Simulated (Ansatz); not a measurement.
`O[CH2][SnH]([F])[Cl]` → C• + Cl• + F• + 4 H• + O• + Sn•  (atomization)

Program: Ansatz. Geometries: PBE0-D4/def2-TZVP. ΔE: electronic, gas phase. CCSD(T)/CBS is the MP2 limit (def2-TZVPP, def2-QZVPP) plus CCSD(T) − MP2 in def2-TZVPP, frozen cores. This one scheme is used for every species, atoms too. Open shells (•) are unrestricted, without spin–orbit coupling. Spin–orbit coupling would lower the free atoms: a little for C, Cl, F, O; strongly for Sn. def2 core potentials past Kr. For Sn outer-core shells are correlated without core-valence functions, so the limit isn't a true one: a few kJ/mol of doubt a bond, and 10 to 20 or more in all where bonds break to atoms. Each species was taken in one conformer, which may not be the lowest.

```
               species  CCSD(T)/CBS(def2) energy (Eh)
`O[CH2][SnH]([F])[Cl]`                     -889.28861
                    C•                      -37.79194
                   Cl•                     -459.70966
                    F•                      -99.66871
                    H•                       -0.50000
                    O•                      -75.00631
                   Sn•                     -213.97081
```

Task: Work out ΔE.

Result: ΔE = 4 × (-0.50000) + (-37.79194) + (-459.70966) + (-99.66871) + (-75.00631) + (-213.97081) − (-889.28861) = 1.14118 Eh = +716.1 kcal/mol.

Largest T1 diagnostic among the species: 0.012.

In def2-TZVPP, CCSD(T) changes the Hartree–Fock value by +201.8 kcal/mol (the triples alone add +13.5 kcal/mol) and MP2 by +216.6 kcal/mol; breaking electron pairs costs correlation energy, which Hartree–Fock lacks. The D4 term adds +7.4 kcal/mol with B3LYP and +3.9 kcal/mol with PBE0; it sums over pairs of atoms, weighted by their polarisabilities, and B3LYP, whose exchange is more repulsive, gets the larger term. From PBE to PBE0 (25 % exact exchange), in def2-TZVPP and without D4, ΔE moves by −18.5 kcal/mol: exact exchange takes away binding that semilocal exchange gives to molecules.

B3LYP here is the variant with VWN-RPA as its local correlation; programs differ in this.

For atomizations the MP2-based limit and the directly extrapolated one differ by several kJ/mol either way, and by 10 to 25 for some Ge, Se and Sn compounds, so smaller differences from it don't rank the levels.
